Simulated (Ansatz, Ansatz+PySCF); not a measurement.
| atom | x (Å) | y (Å) | z (Å) |
| --- | --- | --- | --- |
| Zn | 0.0000 | 0.0000 | 0.0000 |
| C | 0.0000 | 0.0000 | 2.0000 |
| H | 1.0300 | 0.0000 | 2.3600 |
| H | -0.5150 | 0.8920 | 2.3600 |
| H | -0.5150 | -0.8920 | 2.3600 |

Basis set: def2-SVP (spherical functions). Charge 0, multiplicity 2.

Computed with Ansatz (development build ahead of 0.2.0); each method stands on the lowest determinant of its kind that the runs found.

The atomization energy at this shape (free ground-state atoms in the same class of orbitals less the molecule, no zero-point energy) of doublet CH3Zn:

```tsv
method	atomization energy
PBE0 (unrestricted)	14.30 eV
```

Problem. What does UHF give?

Solution. 10.80 eV.
